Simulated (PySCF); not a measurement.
C6H6N2O.
Cartesian coordinates in Å at the GFN2-xTB level; atoms count from 1:
```
atom  x, y, z in Å
C1    -2.0515    1.6290    0.6250
C2    -1.6698    0.4949    0.6324
C3    -1.1511   -0.8683    0.6530
C4    -1.2812   -1.4332   -0.6797
N5    -1.3459   -1.8842   -1.7278
N6     0.2173   -0.9606    1.1482
C7     1.1845   -0.3983    0.5778
C8     1.2033    0.4363   -0.6719
O9     2.4614    0.9921   -0.9518
H10   -2.4110    2.6146    0.6289
H11   -1.7628   -1.4731    1.3411
H12    2.1485   -0.5378    1.0609
H13    0.8376   -0.1717   -1.5162
H14    0.5170    1.2827   -0.5555
H15    3.0993    0.2856   -1.1032
```

The geometry is computed with GFN2-xTB (gas phase).

Masses are those of the commonest isotopes; rigid-rotor values at the optimised geometry. The values belong to one conformer with, in the numbering `[CH:1]#[C:2][C@@H:3]([C:4]#[N:5])/[N:6]=[CH:7]\[CH2:8][OH:9]`, C2–C3–N6–C7 -62°, N6–C7–C8–O9 175°, C7–C8–O9–H 62°.

Task: What are A, B and C (GHz)?

Result: Ia = 248.89, Ib = 402.00, Ic = 481.76 u·Å²; 505379 MHz·u·Å²/I gives 2031, 1257 and 1049 MHz, that is A = 2.0305, B = 1.2572, C = 1.0490 GHz.

Task: What kind of rotor is it?

Result: An asymmetric top; Ray's κ = -0.576.

Task: What does the inertial defect say?

Result: Not planar: Δ = Ic − Ia − Ib = -169.13 u·Å². For a rigid frame Δ = −2 Σ m c², so Σ m c² = 84.56 u·Å² lies off the ab plane: 8.52 from hydrogen and 76.04 from heavier atoms. The atom farthest from that plane is 1.72 Å away.

Task: Give the other two planar moments, Paa and Pbb, and the rms extents of the mass along the axes.

Result: Paa = Σ m a² = (Ib + Ic − Ia)/2 = 317.44 and Pbb = Σ m b² = (Ia + Ic − Ib)/2 = 164.33 u·Å². With the mass M = 122.05 u, the rms extents √(P/M) along a, b and c are 1.61, 1.16, 0.83 Å.

Task: Where do the levels up to J = 2 lie, in cm⁻¹?

Result: Above 0(0,0):
J = 1: 1(0,1) 0.0769, 1(1,1) 0.1027, 1(1,0) 0.1097
J = 2: 2(0,2) 0.2296, 2(1,2) 0.2496, 2(1,1) 0.2705, 2(2,1) 0.3478, 2(2,0) 0.3491
Those of J = 1 are B + C, A + C and A + B.

Stationary, but not proved a minimum. Constants of a rigid frame at the computed geometry: no zero-point averaging, no centrifugal distortion.
